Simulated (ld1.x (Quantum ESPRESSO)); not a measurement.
# What one change does to a pseudopotential (carbon (C), RRKJ)

- Element: carbon
- Generator: ld1.x (Quantum ESPRESSO) 7.5
- Type: norm-conserving RRKJ (Kleinman–Bylander form)
- Functional: PW91
- Relativity: non-relativistic
- Frozen core: [He]
- Valence charge: 4
- Reference configuration: 2s2 2p2
- Partial waves: 2s (bound): rc 1.05 bohr; 2p (bound): rc 1.55 bohr
- Local potential: all-electron potential smoothed inside 0.85 bohr (lloc = -1)
- Core correction: a·sin(br)/r model core inside 0.60 bohr
- rho0: 0.01

Change: functional PBEsol.

Cutoffs: the cutoffs (Ry, on a coarse ladder) from which the occupation-weighted sum of valence levels, in a spherical-Bessel basis at the reference potential, stays within 10 and 1 mRy of its value at 400 Ry; they do not see the model core or the augmentation charge, which bear on the density cutoff. Errors are all-electron minus pseudo energies relative to the spin-unpolarised reference configuration.

Task: What does the change do?

Result: The potential gets neither clearly harder nor softer (50 Ry and 70 Ry → 50 Ry and 70 Ry); of the 7 tests that both files solve, the error grows in 0 and shrinks in 4 by more than 15 % and 0.3 meV (median size 5.1 → 4.1 meV); neither file shows a bound ghost.

```tsv
quantity	base	changed
cutoff, loose	50 Ry	50 Ry
cutoff, tight	70 Ry	70 Ry
bound ghosts	none	none
error for 2s2 2p1, meV [ΔE 10.93 → 10.79 eV]	+11	+9.0
error for 2s2 2p0, meV [ΔE 35.17 → 34.81 eV]	+125	+106
error for 2s1 2p0, meV [ΔE 83.40 → 82.76 eV]	+338	+297
error for 2s2 2p2.3, meV [ΔE -1.18 → -1.14 eV]	+0.1	+0.1
error for 2s1 2p2, meV [ΔE 19.65 → 19.49 eV]	-5.1	-4.1
error for 2s2 2p1.5, meV [ΔE 4.00 → 3.93 eV]	+1.4	+1.1
error for 2s0 2p4, meV [ΔE 16.92 → 16.84 eV]	+4.9	+2.6
s: phases at 1.69 bohr within 0.05 rad from the reference energy up to (Ry; the scan ends near 5)	to the end of the scan	to the end of the scan
p: phases at 1.69 bohr within 0.05 rad from the reference energy up to (Ry; the scan ends near 5)	4.5	4.5
```
